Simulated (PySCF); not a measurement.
Vibration and rotation of HgO

PBE0 constants of HgO, ³Π (triplet), unpaired electrons σ ↑, π ↑ (basis Hg def2-TZVPP with ECP60, O def2-TZVPP; scalar-relativistic core potentials; PySCF 2.14; masses 201.9706 and 15.9949 u):

- ωe: 290.0 cm⁻¹
- ωexe: 7.45 cm⁻¹
- Be: 0.23836 cm⁻¹
- αe: 0.00514 cm⁻¹
- D (centrifugal): 6.44e-07 cm⁻¹
- De to Hg + O: 0.373 eV

**Question.** Give the vibrational terms G(v) and spacings up to v = 3.

**Answer.** G(v) = ωe(v+½) − ωexe(v+½)².

| v | G(v) (cm⁻¹) | G(v) − G(v−1) | Bv (cm⁻¹) |
| --- | --- | --- | --- |
| 0 | 143 |  | 0.2358 |
| 1 | 418 | 275 | 0.2306 |
| 2 | 678 | 260 | 0.2255 |
| 3 | 924 | 245 | 0.2204 |

**Question.** How well does the Morse estimate ωe²/(4ωexe) reproduce De, and what is D0?

**Answer.** It gives 0.350 eV, 94 % of the computed De. D0 = De − G(0) = 0.373 − 0.018 = 0.355 eV.

The bond is weak. Basis-set superposition, not corrected here, can be much of De in a small basis, most of all at correlated wavefunction levels. Functionals without a dispersion term scatter widely for such bonds, and LDA overbinds them. Spin–orbit coupling is left out, which matters for elements this heavy, above all for dissociation energies. The state is the lowest determinant that a PBE0 search found; another state may lie lower at other levels.
